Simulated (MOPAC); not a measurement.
Job for MOPAC: AM1 on CH7BO (a complex), monomers drawn apart or pushed together.

```
AM1 1SCF PRECISE CHARGE=0 THREADS=1
CH7BO

B      0.03136769 1    -0.00975070 1     0.78308685 1
H     -0.32618785 1     1.12448595 1     0.61055323 1
H     -0.60365351 1    -0.85136717 1     0.20429427 1
H      1.22842286 1    -0.17276101 1     0.77163887 1
C      0.26022577 1     0.54464952 1     4.02094342 1
O     -0.42719148 1    -0.26630112 1     3.04355778 1
H     -0.09601652 1     0.27944357 1     5.01494874 1
H      0.00192797 1     1.57251736 1     3.78681682 1
H      1.33735163 1     0.40484438 1     3.93302252 1
H     -0.28596823 1    -1.20352673 1     3.22619842 1
```

Program output:

```
*******************************************************************************
 **                                                                           **
 **                              MOPAC v23.2.5                                **
 **                                                                           **
 *******************************************************************************
 ** MOPAC's Digital Object Identifier: https://doi.org/10.5281/zenodo.6511958 **
 **                                                                           **
 ** Please cite the open-source release paper for use of this MOPAC version:  **
 ** J. E. Moussa and J. J. P. Stewart (2026)                                  **
 ** MOPAC: An open-source semiempirical molecular orbital program             **
 ** J. Open Source Softw., 11(119), 8025, https://doi.org/10.21105/joss.08025 **
 *******************************************************************************

                              AM1 CALCULATION RESULTS

 *******************************************************************************
 *  AM1        - The AM1 Hamiltonian to be used
 *
 *
 *
 *                 CHARGE ON SYSTEM = 0
 *
 *
 *
 *  PRECISE    - TIGHTER CRITERIA TO BE USED
 *  1SCF       - DO 1 SCF AND THEN STOP
 *  THREADS=1  - MULTI-THREADING NOT USED
 *  T=         - A TIME OF 172800.0 SECONDS REQUESTED
 *  DUMP=N     - RESTART FILE WRITTEN EVERY 7200.0 SECONDS REQUESTED
 *******************************************************************************
AM1 1SCF PRECISE CHARGE=0 THREADS=1
 CH7BO

   ATOM   CHEMICAL          X               Y               Z
  NUMBER   SYMBOL      (ANGSTROMS)     (ANGSTROMS)     (ANGSTROMS)

     1       B          0.03136769  *  -0.00975070  *   0.78308685  *
     2       H         -0.32618785  *   1.12448595  *   0.61055323  *
     3       H         -0.60365351  *  -0.85136717  *   0.20429427  *
     4       H          1.22842286  *  -0.17276101  *   0.77163887  *
     5       C          0.26022577  *   0.54464952  *   4.02094342  *
     6       O         -0.42719148  *  -0.26630112  *   3.04355778  *
     7       H         -0.09601652  *   0.27944357  *   5.01494874  *
     8       H          0.00192797  *   1.57251736  *   3.78681682  *
     9       H          1.33735163  *   0.40484438  *   3.93302252  *
    10       H         -0.28596823  *  -1.20352673  *   3.22619842  *



          CARTESIAN COORDINATES

    NO.       ATOM           X           Y           Z

     1         B          0.0314     -0.0098      0.7831
     2         H         -0.3262      1.1245      0.6106
     3         H         -0.6037     -0.8514      0.2043
     4         H          1.2284     -0.1728      0.7716
     5         C          0.2602      0.5446      4.0209
     6         O         -0.4272     -0.2663      3.0436
     7         H         -0.0960      0.2794      5.0149
     8         H          0.0019      1.5725      3.7868
     9         H          1.3374      0.4048      3.9330
    10         H         -0.2860     -1.2035      3.2262

  H: (AM1): M.J.S. DEWAR ET AL, J. AM. CHEM. SOC. 107 3902-3909 (1985)
  B: (AM1): M.J.S. DEWAR ET AL, ORGANOMETALLICS, 7, 513-521 (1988)
  C: (AM1): M.J.S. DEWAR ET AL, J. AM. CHEM. SOC. 107 3902-3909 (1985)
  O: (AM1): M.J.S. DEWAR ET AL, J. AM. CHEM. SOC. 107 3902-3909 (1985)

           Empirical Formula: C H7 O B  =    10 atoms



      MOLECULAR POINT GROUP   :   C1


      RHF CALCULATION, NO. OF DOUBLY OCCUPIED LEVELS = 10


 -------------------------------------------------------------------------------
 AM1 1SCF PRECISE CHARGE=0 THREADS=1
 CH7BO



     1SCF WAS SPECIFIED, SO BFGS WAS NOT USED
     SCF FIELD WAS ACHIEVED


                              AM1 CALCULATION
                                                       MOPAC v23.2.5 Linux




          FINAL HEAT OF FORMATION =        -23.30585 KCAL/MOL =     -97.51166 KJ/MOL


          COSMO AREA              =        104.14 SQUARE ANGSTROMS
          COSMO VOLUME            =         85.12 CUBIC ANGSTROMS

          IONIZATION POTENTIAL    =         11.030288 EV
          HOMO LUMO ENERGIES (EV) =        -11.030  1.429
          NO. OF FILLED LEVELS    =         10
          MOLECULAR WEIGHT        =         45.8757         POINT GROUP:  C1

          MOLECULAR DIMENSIONS (Angstroms)

            Atom       Atom       Distance
            H     7    H     3     4.96778
            H    10    H     2     2.86956
            O     6    H     4     1.83235


          SCF CALCULATIONS        =          1





   ATOM   CHEMICAL          X               Y               Z
  NUMBER   SYMBOL      (ANGSTROMS)     (ANGSTROMS)     (ANGSTROMS)

     1       B          0.03136769  *  -0.00975070  *   0.78308685  *
     2       H         -0.32618785  *   1.12448595  *   0.61055323  *
     3       H         -0.60365351  *  -0.85136717  *   0.20429427  *
     4       H          1.22842286  *  -0.17276101  *   0.77163887  *
     5       C          0.26022577  *   0.54464952  *   4.02094342  *
     6       O         -0.42719148  *  -0.26630112  *   3.04355778  *
     7       H         -0.09601652  *   0.27944357  *   5.01494874  *
     8       H          0.00192797  *   1.57251736  *   3.78681682  *
     9       H          1.33735163  *   0.40484438  *   3.93302252  *
    10       H         -0.28596823  *  -1.20352673  *   3.22619842  *

                             CARTESIAN COORDINATES

   1    B        0.031367690    -0.009750700     0.783086850
   2    H       -0.326187850     1.124485950     0.610553230
   3    H       -0.603653510    -0.851367170     0.204294270
   4    H        1.228422860    -0.172761010     0.771638870
   5    C        0.260225770     0.544649520     4.020943420
   6    O       -0.427191480    -0.266301120     3.043557780
   7    H       -0.096016520     0.279443570     5.014948740
   8    H        0.001927970     1.572517360     3.786816820
   9    H        1.337351630     0.404844380     3.933022520
  10    H       -0.285968230    -1.203526730     3.226198420


           Empirical Formula: C H7 O B  =    10 atoms



      MOLECULAR POINT GROUP   :   C1


                  EIGENVALUES
 -38.02389 -27.86944 -21.13240 -18.65388 -15.86044 -15.70872 -13.06498 -11.83315
 -11.06940 -11.03029   1.42871   3.17723   3.86889   4.02180   4.17932   4.39254
   5.73114   6.16687   6.22983


              NET ATOMIC CHARGES AND DIPOLE CONTRIBUTIONS

  ATOM NO.   TYPE          CHARGE      No. of ELECS.   s-Pop       p-Pop
    1          B           0.289815        2.7102     1.25692     1.45326
    2          H          -0.103516        1.1035     1.10352
    3          H          -0.105081        1.1051     1.10508
    4          H          -0.118200        1.1182     1.11820
    5          C          -0.058012        4.0580     1.22909     2.82892
    6          O          -0.353731        6.3537     1.86483     4.48890
    7          H           0.065180        0.9348     0.93482
    8          H           0.104277        0.8957     0.89572
    9          H           0.066254        0.9337     0.93375
   10          H           0.213015        0.7870     0.78698
 DIPOLE           X         Y         Z       TOTAL
 POINT-CHG.     0.570     0.028     1.973     2.054
 HYBRID         0.163    -0.540     0.654     0.864
 SUM            0.734    -0.512     2.627     2.775


          ATOMIC ORBITAL ELECTRON POPULATIONS

     Atom    s        px        py        pz
    1  B   1.25692   0.66398   0.69460   0.09468
    2  H   1.10352
    3  H   1.10508
    4  H   1.11820
    5  C   1.22909   0.95874   0.96004   0.91015
    6  O   1.86483   1.74603   1.21117   1.53170
    7  H   0.93482
    8  H   0.89572
    9  H   0.93375
   10  H   0.78698

 **********************
 *                    *
 * JOB ENDED NORMALLY *
 *                    *
 **********************




 == MOPAC DONE ==
```

The run finished.

Cost: about 0.020 core-seconds (a rough figure).
